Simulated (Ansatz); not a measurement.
Ansatz results at the PBE0-D4/def2-TZVP geometry: HOMO energy (PBE/def2-TZVPP) -7.12 eV; HOMO–LUMO gap (PBE/def2-TZVPP) 6.32 eV; LUMO energy (PBE0/def2-TZVPP) 0.02 eV.

Each molecule was computed in one conformer, which needn't be the lowest.

Task: Which molecule gave them?
A. `[SiH3][C@H]1B[Si@@H]1Br`
B. `FB(F)N[SiH3]`
C. `SC[NH][GeH3]`
D. `COC(=O)O`

Result: B. The others give `COC(=O)O`: -6.79, 6.72, 0.98; `[SiH3][C@H]1B[Si@@H]1Br`: -5.91, 2.87, -2.14; `SC[NH][GeH3]`: -5.42, 4.67, 0.12.
